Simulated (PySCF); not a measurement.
# Computed structure and properties of [HfO(H2O)3]2+

System: [HfO(H2O)3]2+ (singlet); start: displaced along the imaginary mode (C1). Method: PySCF 2.14.0, RKS PBE0, Hf def2-SVP with ECP60, O def2-SVP, H def2-SVP; non-relativistic Hamiltonian with scalar-relativistic core potentials where named; density fitting; no spin-orbit coupling.

Input of the relaxation:

```python
mol = gto.M(atom='''
Hf    -0.02950    -0.03341    -0.03184
O      0.81451     1.02702     1.01232
O     -1.03283    -1.09354     1.57488
H     -0.85799    -0.83110     2.50192
H     -1.69611    -1.80996     1.60518
O      1.63158    -1.06190    -1.07081
H      2.03227    -1.95390    -0.82361
H      2.31357    -0.56898    -1.62827
O     -1.03366     1.57140    -1.09525
H     -0.86485     2.49832    -0.82933
H     -1.68343     1.60016    -1.82395''',
    basis={'Hf': 'def2-SVP', 'O': 'def2-SVP', 'H': 'def2-SVP'},
    ecp={'Hf': 'def2-SVP'},
    charge=2, spin=0)
mf = dft.RKS(mol, xc='PBE0')
mf.grids.atom_grid = (50, 194)
mf = mf.density_fit()  # fitting sets: Hf def2-universal-JKFIT, O def2-universal-JKFIT, H def2-universal-JKFIT
mf.conv_tol = 1e-08; mf.max_cycle = 55
mf.kernel(dm0)  # dm0: converged density of the start geometry
# quasi-Newton relaxation in Cartesian coordinates to a largest gradient under 0.00045 Eh/bohr, steps kept in the point group
```

Run from Python with OMP_NUM_THREADS=2; the lines above give its settings. Where DIIS fails, smearing, a level shift and second-order steps follow.
It took 3.5 min on 2 threads of Intel(R) Xeon(R) Platinum 8259CL CPU @ 2.50GHz (Skylake/Cascade Lake), with other jobs on the host, from the converged density of the start.

Course of the relaxation:

```
step  energy above end (eV)  largest force component within the symmetry (eV/Å)
   0                 0.2370                                               1.283
   1                 0.1779                                               0.195
   2                 0.1612                                               0.597
   3                 0.1564                                               0.724
   4                 0.1452                                               0.600
   5                 0.1285                                               0.617
   6                 0.1062                                               0.618
   7                 0.0810                                               0.633
  17                 0.0016                                               0.243
  18                 0.0005                                               0.036
  19                 0.0003                                               0.048
  20                 0.0001                                               0.013
  21                 0.0000                                               0.030
  22                 0.0000                                               0.014
```
(The steps between are left out.)

Relaxed geometry (C3v):

```xyz
11

Hf   -0.0631   -0.0813   -0.0765
O     0.8749    0.9791    0.8837
O    -1.0149   -1.0457    1.6253
H    -0.7792   -0.7505    2.5283
H    -1.6731   -1.7597    1.7272
O     1.6609   -1.0279   -1.0032
H     1.7800   -1.7404   -1.6601
H     2.5571   -0.7296   -0.7462
O    -1.0943    1.5151   -1.1343
H    -0.8821    2.4458   -0.9167
H    -1.7727    1.5391   -1.8362
```

| contact | Å |
| --- | --- |
| Hf1–O2 (O) | 1.711 |
| Hf1–O3 (H2O) | 2.175 |
| Hf1–O6 (H2O) | 2.174 |
| Hf1–O9 (H2O) | 2.175 |

On the finer grid (75, 302):

```json
{
  "HOMO": "-18.32 eV",
  "LUMO": "-10.00 eV",
  "Dipole about the centre of mass": "5.67 D",
  "Set of Mulliken populations of Hf1 outside the core potential": "s 2.27, p 6.18, d 2.08, f 0.16",
  "D3(BJ) dispersion energy (not in the energies)": "-0.157 eV"
}
```

```tsv
atom	Mulliken (e)	Löwdin (e)	spin (e)
Hf1	1.30	0.65	0.00
O2	-0.23	-0.05	0.00
O3	-0.30	0.09	0.00
H4	0.31	0.19	0.00
H5	0.30	0.18	0.00
O6	-0.30	0.09	0.00
H7	0.30	0.18	0.00
H8	0.31	0.19	0.00
O9	-0.30	0.09	0.00
H10	0.31	0.19	0.00
H11	0.30	0.18	0.00
```

No frequency check is given for this geometry.

Rigid scan of O along the line from its metal:

| distance to O2 (Å) | energy (eV) |
| --- | --- |
| 1.41 | 4.250 |
| 1.51 | 1.588 |
| 1.61 | 0.337 |
| 1.71 | 0.000 |
| 1.81 | 0.241 |
| 1.91 | 0.831 |
| 2.01 | 1.618 |
| 2.16 | 2.958 |

Taking off one H2O (charge 0, singlet; the rest: singlet) in vacuum, both parts rigid, costs 3.22 eV; the small basis without counterpoise inflates it. Parting with an electron moved from the ligand to the metal can be far cheaper, even downhill.

Rigid scan of H2O along the line from its metal:

(distance to O3 (Å), energy (eV)): (1.88, 0.843), (1.98, 0.314), (2.08, 0.066), (2.18, 0.000), (2.28, 0.049), (2.38, 0.167), (2.58, 0.502)

One start shape was tried, so this needn't be the lowest isomer.
